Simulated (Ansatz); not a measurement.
Molecule: fluoro(dimethoxy)borane, C₂H₆BFO₂, net charge 0, singlet state. 
Structure (B3LYP-D3(BJ)/def2-TZVP (Ansatz, an electronic-structure program) minimum search):
```
B
F 1 1.3510
O 1 1.3511 2 120.70
O 1 1.3511 2 120.70 3 179.99
C 3 1.4225 1 123.13 2 0.19
H 5 1.0904 3 111.91 1 -2.04
H 5 1.0904 6 109.35 3 120.36
H 5 1.0907 6 109.32 7 119.10
C 4 1.4225 1 123.13 2 0.23
H 9 1.0904 4 111.91 1 -3.16
H 9 1.0904 10 109.36 4 120.30
H 9 1.0907 10 109.31 11 119.10
```
Charge 0, spin multiplicity 1.

Computed values are from Ansatz. Valence correlation only, unless marked. UHF or UKS for open shells. Spin-orbit coupling is left out. Non-relativistic. Basis-set limits of correlation are two-point, X^-3; Hartree-Fock from the larger set.

- atomisation energy De = 1206.7 kcal/mol at CCSD(T)/CBS(cc-pVTZ,cc-pVQZ)
- total energy = -354.7776 Eh at CCSD(T)/CBS(cc-pVTZ,cc-pVQZ)
- dipole moment = 0.90 D at CCSD(T)/aug-cc-pVDZ
- T1 diagnostic = 0.011 at CCSD/cc-pVQZ
